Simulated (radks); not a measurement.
Values are calculated unless marked as measured or tabulated.
Q: These are the eigenvalues of the occupied orbitals of an atom or ion with whole-number occupations (eV). Code: a radial shooting solver on a logarithmic mesh with Libxc functionals. Model: scalar-relativistic Kohn-Sham, LDA (Slater exchange, Perdew-Wang correlation), spin-polarised, spherical densities, point nucleus.

| orbital | eigenvalue |
|---|---|
| 1s up | -37241.92 |
| 1s down | -37241.86 |
| 2s up | -5905.059 |
| 2s down | -5905.014 |
| 2p up | -5300.061 |
| 2p down | -5300.002 |
| 3s up | -1262.382 |
| 3s down | -1262.320 |
| 3p up | -1068.405 |
| 3p down | -1068.338 |
| 3d up | -785.9004 |
| 3d down | -785.8350 |
| 4s up | -263.8957 |
| 4s down | -263.7641 |
| 4p up | -201.2345 |
| 4p down | -201.0922 |
| 4d up | -110.2184 |
| 4d down | -110.0285 |
| 5s up | -53.3514 |
| 5s down | -52.5850 |
| 5p up | -37.6651 |
| 5p down | -36.8918 |
| 6d up | -7.6887 |

Which element is it, and in what charge state? The configuration may be excited. Open shells, if any, are filled with parallel spins first.

A: Z = 56, barium, charge +2: Ba2+ in [Kr] 4d10 5s2 5p5 6d1. The list shows which subshells hold electrons but not how many an open one holds; the 1s level, -1368.6 hartree, gives Z - s = 52.3 by -(Z - s)^2/2, which with screening and relativity narrows Z to a few neighbours, and the depths of the outer levels then fix element, charge and occupations together.
